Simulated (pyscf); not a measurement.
Structures and frequencies: ωB97X-D3(BJ)/def2-SVP in PySCF.

### Question
`[AsH3]` + `[SiH3][Si]([SiH3])[SiH3]` [doublet] -> `[AsH2]` [doublet] + `[SiH3][SiH]([SiH3])[SiH3]`
Surface: doublet. Broken: As–H. Formed: H–Si. Give ΔE‡ and ΔE from ωB97X-D3(BJ)/def2-TZVP, relative to the separated reactants.

### Answer
ΔE‡ = 0.3 kcal/mol, ΔE = -7.1 kcal/mol. ωB97M-D3(BJ)/def2-TZVP gives 0.5 kcal/mol and -9.7 kcal/mol. Zero-point energy shifts the barrier by -2.1 kcal/mol. It is a hydrogen abstraction, with an imaginary mode of 1427i cm⁻¹. One saddle was located; it need not be the lowest between these sides. The angle at the transferred H is 158°. Elements up to Kr have no core potential and no relativistic terms here.
